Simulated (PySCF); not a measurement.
Species: Si(vinyl)3(NMe2), C8H15NSi.
Bonds: Si1–C2, Si1–C7, Si1–C12, Si1–N17, C2–C3, C7–C8, C12–C13, N17–C18, N17–C19. Hydrogens: H4 on C2; H5, H6 on C3; H9 on C7; H10, H11 on C8; H14 on C12; H15, H16 on C13; H20, H21, H22 on C18; H23, H24, H25 on C19.

Computed by this run: PBE0-D3(BJ)/def2-SVP geometry optimisation, gas phase (PySCF); density fitting, grid level 1; the optimiser is geomeTRIC in internal coordinates, started from a GFN2-xTB structure with every atom displaced at random (about 0.03 Å).

The end geometry, which sets the zero of energy:
```
atom  x, y, z in Å
Si1     0.0668    0.4243    0.0457
C2      0.1404    0.6769    1.9023
C3     -0.6278   -0.0024    2.7621
H4      0.8069    1.4503    2.3077
H5     -1.3188   -0.7779    2.4112
H6     -0.6083    0.1832    3.8423
C7      1.8100    0.4802   -0.6445
C8      2.9216    0.4442    0.1010
H9      1.9323    0.4719   -1.7373
H10     2.8811    0.4342    1.1966
H11     3.9249    0.4193   -0.3402
C12    -0.9588    1.7817   -0.7349
C13    -0.4644    2.7179   -1.5531
H14    -2.0236    1.8401   -0.4691
H15     0.5921    2.7270   -1.8452
H16    -1.0835    3.5240   -1.9637
N17    -0.7118   -1.1021   -0.2795
C18    -1.6579   -1.3099   -1.3438
C19    -0.1120   -2.3204    0.2045
H20    -1.2093   -1.8297   -2.2157
H21    -2.0608   -0.3529   -1.7047
H22    -2.5122   -1.9275   -1.0050
H23     0.6057   -2.1096    1.0116
H24    -0.8755   -3.0101    0.6131
H25     0.4329   -2.8690   -0.5909
```

Question: These geometries come from the run, each turned onto the end geometry. Order them by energy, lowest first.
A.
```
atom  x, y, z in Å
Si1     0.2223    0.1675    0.1235
C2      0.2532    0.3671    1.9906
C3     -0.7299   -0.0196    2.8184
H4      1.2650    0.8501    2.3834
H5     -1.5866   -0.4933    2.4640
H6     -0.5875    0.1151    3.9062
C7      1.9488    0.2361   -0.5924
C8      2.8802    1.1812   -0.3527
H9      2.1884   -0.5555   -1.1992
H10     2.6209    1.9887    0.3464
H11     3.8039    1.1248   -0.7306
C12    -0.8046    1.7114   -0.5490
C13    -0.4165    2.6701   -1.3887
H14    -1.9065    1.7964   -0.2335
H15     0.6831    2.5813   -1.6952
H16    -0.9181    3.5221   -1.6917
N17    -0.7594   -1.1363   -0.2782
C18    -1.5188   -1.2796   -1.4912
C19    -0.4684   -2.4729    0.3260
H20    -0.9954   -1.8367   -2.2457
H21    -1.7627   -0.3092   -1.9333
H22    -2.4064   -1.8892   -1.3637
H23     0.0675   -2.2679    1.2000
H24    -1.4052   -2.9944    0.4819
H25     0.2227   -3.0936   -0.3250
```
B.
```
atom  x, y, z in Å
Si1     0.1156    0.3105    0.0837
C2      0.1527    0.5216    1.9478
C3     -0.6768   -0.1336    2.7677
H4      0.8662    1.2263    2.3918
H5     -1.4106   -0.8462    2.3743
H6     -0.6658    0.0082    3.8545
C7      1.8837    0.2906   -0.5576
C8      2.8849    1.0161   -0.0450
H9      2.1090   -0.3399   -1.4291
H10     2.7435    1.6705    0.8233
H11     3.8992    0.9960   -0.4618
C12    -0.8050    1.7547   -0.6750
C13    -0.2626    2.6317   -1.5269
H14    -1.8497    1.9063   -0.3700
H15     0.7778    2.5416   -1.8594
H16    -0.8252    3.4832   -1.9255
N17    -0.7395   -1.1548   -0.3000
C18    -1.7452   -1.2675   -1.3223
C19    -0.2250   -2.4208    0.1572
H20    -1.3836   -1.8258   -2.2097
H21    -2.0645   -0.2745   -1.6695
H22    -2.6429   -1.7985   -0.9505
H23     0.5328   -2.2746    0.9417
H24    -1.0246   -3.0522    0.5905
H25     0.2458   -3.0052   -0.6598
```
C.
```
atom  x, y, z in Å
Si1     0.1706    0.2389    0.1215
C2      0.2833    0.3854    1.9901
C3     -0.7041   -0.0229    2.7935
H4      1.1615    0.8413    2.4230
H5     -1.6245   -0.5044    2.4090
H6     -0.6551    0.1178    3.8763
C7      1.9140    0.2363   -0.5893
C8      2.8548    1.1553   -0.3517
H9      2.1971   -0.5976   -1.2703
H10     2.6159    1.9992    0.3035
H11     3.8734    1.1354   -0.8079
C12    -0.7501    1.7328   -0.5265
C13    -0.3525    2.7100   -1.3484
H14    -1.7686    1.8144   -0.1581
H15     0.6613    2.6168   -1.7210
H16    -0.9720    3.5684   -1.6905
N17    -0.7767   -1.1785   -0.2697
C18    -1.5050   -1.3259   -1.5062
C19    -0.4567   -2.4487    0.3300
H20    -0.9233   -1.8593   -2.2997
H21    -1.7868   -0.3406   -1.9046
H22    -2.4406   -1.9000   -1.3331
H23     0.0514   -2.3138    1.3080
H24    -1.3777   -3.0371    0.5054
H25     0.2006   -3.0594   -0.3128
```
D.
```
atom  x, y, z in Å
Si1     0.0668    0.4163   -0.0117
C2     -0.0081    0.7447    1.8365
C3     -0.6031   -0.0875    2.7000
H4      0.4020    1.6885    2.2253
H5     -1.0431   -1.0337    2.3624
H6     -0.6837    0.1302    3.7715
C7      1.8595    0.4565   -0.5506
C8      2.8949    0.5298    0.2956
H9      2.0766    0.3887   -1.6260
H10     2.7413    0.5805    1.3803
H11     3.9360    0.5292   -0.0466
C12    -0.8781    1.7810   -0.8809
C13    -0.2863    2.7287   -1.6182
H14    -1.9636    1.8615   -0.7289
H15     0.7951    2.7257   -1.7979
H16    -0.8494    3.5519   -2.0736
N17    -0.6320   -1.1280   -0.4192
C18    -1.8919   -1.3188   -1.0842
C19     0.0318   -2.3540   -0.0581
H20    -1.7779   -1.9322   -2.0008
H21    -2.3288   -0.3580   -1.3892
H22    -2.6335   -1.8360   -0.4412
H23     0.9893   -2.1466    0.4444
H24    -0.5784   -2.9760    0.6281
H25     0.2547   -2.9784   -0.9465
```
E.
```
atom  x, y, z in Å
Si1     0.0896    0.4193    0.0179
C2      0.0787    0.6719    1.8779
C3     -0.6785   -0.0657    2.6987
H4      0.6800    1.4773    2.3211
H5     -1.3030   -0.8782    2.3087
H6     -0.7153    0.1028    3.7813
C7      1.8619    0.4813   -0.5894
C8      2.9362    0.5388    0.2075
H9      2.0352    0.4211   -1.6733
H10     2.8405    0.5842    1.2987
H11     3.9602    0.5386   -0.1840
C12    -0.9026    1.7826   -0.7961
C13    -0.3735    2.7025   -1.6112
H14    -1.9709    1.8679   -0.5530
H15     0.6889    2.6898   -1.8804
H16    -0.9692    3.5154   -2.0423
N17    -0.6383   -1.1133   -0.3730
C18    -1.8033   -1.3064   -1.1916
C19    -0.0161   -2.3362    0.0644
H20    -1.5775   -1.9071   -2.0958
H21    -2.2093   -0.3443   -1.5338
H22    -2.6096   -1.8368   -0.6459
H23     0.8865   -2.1252    0.6584
H24    -0.6925   -2.9458    0.6964
H25     0.2921   -2.9708   -0.7904
```

Answer: E (0.005 eV), D (0.014 eV), B (0.036 eV), C (0.166 eV), A (1.255 eV).

In the order of the answer:

```json
{"step": "22", "E above end (eV)": "0.005", "largest force (eV/Å)": "0.04", "rms force component (eV/Å)": "0.009", "rms distance from end (Å)": "0.201", "rms bond change (Å)": "0.001", "bond most changed (Å)": "Si1–N17 -0.003"}
{"step": "16", "E above end (eV)": "0.014", "largest force (eV/Å)": "0.07", "rms force component (eV/Å)": "0.019", "rms distance from end (Å)": "0.335", "rms bond change (Å)": "0.001", "bond most changed (Å)": "Si1–C2 +0.004"}
{"step": "11", "E above end (eV)": "0.036", "largest force (eV/Å)": "0.07", "rms force component (eV/Å)": "0.018", "rms distance from end (Å)": "0.394", "rms bond change (Å)": "0.002", "bond most changed (Å)": "Si1–C7 +0.005"}
{"step": "2", "E above end (eV)": "0.166", "largest force (eV/Å)": "0.94", "rms force component (eV/Å)": "0.270", "rms distance from end (Å)": "0.598", "rms bond change (Å)": "0.009", "bond most changed (Å)": "C8–H11 +0.020"}
{"step": "0", "E above end (eV)": "1.255", "largest force (eV/Å)": "5.23", "rms force component (eV/Å)": "1.482", "rms distance from end (Å)": "0.592", "rms bond change (Å)": "0.049", "bond most changed (Å)": "Si1–C12 +0.101"}
```

The cost below is that of the whole optimisation. Time: 15 min of wall time; peak memory 1.1 GiB. Hardware: an Arm Neoverse V1 with one thread, shared host with 32 logical CPUs at a one-minute load of 11.
